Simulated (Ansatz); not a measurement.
```yaml
crystal:
  periodic: [false, false, false]
  atoms:
    - {symbol: C, position_ang: [-1.000019, 1.553491, -0.003023]}
    - {symbol: Al, position_ang: [0.650643, 0.507866, -0.120708]}
    - {symbol: B, position_ang: [0.821213, -1.440550, 0.688763]}
    - {symbol: S, position_ang: [0.454102, -2.962888, -0.134711]}
    - {symbol: H, position_ang: [-1.415034, 1.712236, -1.005198]}
    - {symbol: H, position_ang: [-0.799946, 2.550186, 0.404208]}
    - {symbol: H, position_ang: [-1.774777, 1.085244, 0.607515]}
    - {symbol: H, position_ang: [1.891840, 1.156053, -0.888545]}
    - {symbol: H, position_ang: [1.184321, -1.669905, 1.809837]}
    - {symbol: H, position_ang: [0.070961, -2.542935, -1.355239]}
basis:
  gaussian: {orbitals: cc-pVTZ-PP, nuclear_model: gaussian}
hamiltonian: {xc: {name: B97M-V}}
output: {forces: true}
```

```sh
$ ansatz run in.yaml --threads 2 --pin off --events-out ev --progress --plain --max-ram 4352MiB
```

Output, abridged:

```
Functional definition: B97M-V
Error: <dir> the basis set cc-pVTZ-PP has no functions for C
```

(1) Something in this input is off. What?

Results:

(1) The basis set is misnamed or doesn't suit the job. The input was rejected before any iteration.
